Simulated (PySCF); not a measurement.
# Frontier levels across methods

Species: C2H7NO2Si.
SMILES with atom numbers: `[NH2:1][SiH:2]1[O:3][CH2:4][CH2:5][O:6]1` (hydrogens: H7, H8 on N1; H9 on Si2; H10, H11 on C4; H12, H13 on C5)

Structure used (PBE0-D3(BJ)/def2-SVP), in Å, numbered top down from 1:
```
atom  x, y, z in Å
N1     1.6966   -0.0494    0.5246
Si2    0.5074   -0.0551   -0.6843
O3    -0.3725   -1.4844   -0.6818
C4    -1.7476   -1.2069   -0.8317
C5    -1.9900    0.1890   -0.2407
O6    -0.8262    0.9477   -0.4812
H7     2.6418    0.2628    0.3472
H8     1.5405   -0.3279    1.4846
H9     1.2001    0.2765   -1.9527
H10   -2.3417   -1.9787   -0.3163
H11   -2.0247   -1.2273   -1.9032
H12   -2.8620    0.6802   -0.7020
H13   -2.1795    0.1210    0.8479
```

Basis pcSseg-1 throughout (PySCF), one geometry. Geometry: PBE0-D3(BJ)/def2-SVP, one conformer, isolated molecule.

Task: How do the orbital energies, the gap and the dipole change with the method?

Result: 
| method | kind | HOMO (eV) | LUMO (eV) | gap (eV) | μ (D) | SCF cycles |
| --- | --- | --- | --- | --- | --- | --- |
| BLYP | GGA | -5.89 | 0.38 | 6.27 | 1.07 | 15 |
| OPBE | GGA | -6.00 | 0.57 | 6.57 | 1.08 | 15 |
| PBE | GGA | -6.01 | 0.40 | 6.41 | 1.08 | 15 |
| B97-D | GGA | -6.05 | 0.51 | 6.56 | 1.04 | 15 |
| BP86 | GGA | -6.13 | 0.47 | 6.59 | 1.07 | 14 |
| KT2 | GGA | -6.14 | 0.28 | 6.42 | 1.04 | 16 |
| LDA | LDA | -6.14 | 0.28 | 6.42 | 1.10 | 14 |
| KT3 | GGA | -6.16 | 0.19 | 6.34 | 1.03 | 16 |
| B97-2 | global hybrid | -7.29 | 1.30 | 8.59 | 1.01 | 13 |
| B3LYP | global hybrid | -7.29 | 0.96 | 8.25 | 1.02 | 13 |
| PBE0 | global hybrid | -7.56 | 1.32 | 8.88 | 1.03 | 13 |
| mPW1PW91 | global hybrid | -7.60 | 1.29 | 8.89 | 1.01 | 13 |
| CAM-B3LYP | range-separated hybrid | -8.99 | 2.18 | 11.17 | 1.01 | 13 |
| BHandHLYP | global hybrid | -9.00 | 2.03 | 11.04 | 0.98 | 12 |
| wB97X-D | range-separated hybrid | -9.49 | 3.17 | 12.66 | 1.01 | 14 |
| LC-wPBE | range-separated hybrid | -10.38 | 3.59 | 13.97 | 1.01 | 14 |
| HF | Hartree–Fock | -11.31 | 4.28 | 15.59 | 0.97 | 10 |

The HOMO spans 5.41 eV, from BLYP down to HF, and the gap runs from 6.27 eV (BLYP) to 15.59 eV (HF). Over the methods BLYP (0 %), OPBE (0 %), PBE (0 %), B97-D (0 %), BP86 (0 %), KT2 (0 %), LDA (0 %), KT3 (0 %), B97-2 (21 %), B3LYP (20 %), PBE0 (25 %), mPW1PW91 (25 %), BHandHLYP (50 %), HF (100 %), a straight line through the gap against the share of exact exchange rises by 0.92 eV for each 10 % (correlation coefficient 0.999). The dipole ranges from 0.97 D (HF) to 1.10 D (LDA). This basis has no diffuse functions.
